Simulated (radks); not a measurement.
Values are calculated unless marked as measured or tabulated.
Spherical quantum dot in the effective-mass picture: electrons in a well V = -V0 / (1 + exp((r - R)/a)) with V0 = 11, R = 2.8, a = 0.13, with a point charge +1 (a donor) at the centre, all in effective atomic units (hartree* = m*/eps^2 hartree, bohr* = eps/m* bohr), one dielectric constant everywhere. Level of theory: non-relativistic Kohn-Sham, LDA (Slater exchange, Perdew-Wang correlation), spin-polarised, spherical densities (a radial shooting solver with Libxc functionals). Levels are named by radial order and angular momentum (1s, 1p, 1d, 2s, ...), and open shells are averaged over m.

N = 4, configuration 1s2 1p(up 2, down 0). This is the lowest configuration that the search found. Occupied and some empty levels:

level    occupation  eigenvalue (hartree*)  <r> (bohr*)
1s up             1                -9.4082        1.336
1s down           1                -9.3164        1.316
1p up             2                -8.7027        1.726
1p down           0                -8.5935        1.727
1d up             0                -7.9368        1.900
2s up             0                -7.8831        1.437
1d down           0                -7.8281        1.904
2s down           0                -7.8137        1.450
1f up             0                -7.0286        2.020
1f down           0                -6.9239        2.025

Energy (hartree*): total -40.3259, kinetic 3.3327, external -46.796, Hartree 4.6720, exchange-correlation -1.5349.

Electron density:

r (bohr*)  n(r) (e/bohr*^3)
0.146                0.4013
0.310                0.3018
0.473                0.2360
0.636                0.1923
0.799                0.1628
0.963                0.1418
1.13                 0.1254
1.29                 0.1110
1.45                0.09679
1.61                0.08194
1.78                0.06618
1.94                0.05026
2.10                0.03507
2.27                0.02182
2.43                0.01160
2.59               0.004984
2.76               0.001643
2.92              0.0004320
3.08             0.00009933
3.25             0.00002168
